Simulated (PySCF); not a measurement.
Where the electron goes

Species: C4H6F2SSi.
Structure used (GFN2-xTB), in Å, numbered top down from 1:
```
atom  x, y, z in Å
C1     2.9098   -0.7765    0.3341
C2     1.9654   -0.0329    0.2977
Si3    0.5379    1.1284    0.2263
S4     0.3865    1.8890   -1.7814
C5    -1.0551    0.0587    0.5488
C6    -1.1948   -1.2019   -0.2782
F7    -1.1089   -0.2602    1.8825
F8    -2.1651    0.8554    0.3525
H9     3.7321   -1.4321    0.3673
H10    0.5938    2.1999    1.2110
H11   -0.9252    2.0864   -1.7509
H12   -2.1246   -1.7104   -0.0289
H13   -0.3553   -1.8589   -0.0684
H14   -1.1972   -0.9453   -1.3344
```

Computed, not measured: TDDFT CAM-B3LYP/def2-SVPD, vertical, gas phase, core orbitals frozen in the response (PySCF 2.14.0, density-fitted response routines).

Frontier orbitals with the atoms that hold most of them (Löwdin shares over 4%, at most four atoms; ? is withheld):

| orbital | ε (eV) | atoms |
| --- | --- | --- |
| LUMO+2 | 1.04 | S4 24%, C1 15%, Si3 15%, C2 8% |
| LUMO+1 | 0.53 | C1 26%, C2 25%, Si3 20%, S4 9% |
| LUMO | 0.14 | ? |
| HOMO | -9.04 | S4 70%, Si3 10%, H11 6% |
| HOMO-1 | -9.92 | ? |
| HOMO-2 | -10.18 | C2 39%, C1 38%, S4 8%, Si3 7% |
| HOMO-3 | -10.69 | C2 27%, C1 24%, S4 12%, Si3 9% |

(1) Give the leading atoms of the HOMO-1.

(2) Which atoms hold the LUMO, and with what shares?

(3) The HOMO–LUMO gap is 9.17 eV. Where does the response calculation put the lowest singlet, and from which orbitals?

Results:

(1) C2 (bonded to C and Si) 19%; C1 (bonded to C and H) 19%; S4 (bonded to Si and H) 16%; C5 (bonded to C, 2 F and Si) 13%. By element: carbon 51% or more, sulfur 16%.

(2) C2 (bonded to C and Si) 21%; C1 (bonded to C and H) 21%; Si3 (bonded to 2 C, S and H) 19%; S4 (bonded to Si and H) 18%. By element: carbon 41% or more, silicon 19%, sulfur 18%.

(3) S1 is at 5.98 eV (f = 0.0097), 3.20 eV below the gap, made of HOMO→LUMO (58%), HOMO-2→LUMO (19%). Without the coupling terms of the response equations the lowest excitation would equal the gap.

Next come S2 at 5.99 eV (f 0.0055), HOMO→LUMO (32%), HOMO-2→LUMO (25%), HOMO-1→LUMO (11%); S3 at 6.24 eV (f 0.0081), HOMO→LUMO+1 (39%), HOMO→LUMO+2 (13%), HOMO→LUMO+4 (8%); S4 at 6.28 eV (f 0.0032), HOMO-2→LUMO+1 (36%), HOMO-1→LUMO (24%), HOMO→LUMO+2 (9%); S5 at 6.33 eV (f 0.0035), HOMO-1→LUMO+1 (35%), HOMO-3→LUMO+1 (17%), HOMO-2→LUMO (15%).

Löwdin shares depend on the basis, the more so with diffuse functions.

One conformer stands for the species.
